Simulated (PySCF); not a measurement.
Vertical excitations of a molecule C5H5F from TDDFT-B3LYP/def2-SVPD (PySCF), as energy in eV (oscillator strength): 5.38 (0.000), 5.48 (0.302), 5.65 (0.000), 6.22 (0.000), 6.85 (0.008), 6.96 (0.241), 7.18 (0.025), 7.60 (0.003), 7.68 (0.262), 7.75 (0.021). Lowest triplet (TDA): 3.42 eV. Geometry optimised at B3LYP-D3(BJ)/def2-SVP. One conformer was computed; it need not be the lowest.

Q: Which structure fits?
A. C=C(F)C#CC
B. C=CC=C=CF
C. C#C/C=C(/C)F
D. C#CCC(=C)F

A: A, C=C(F)C#CC
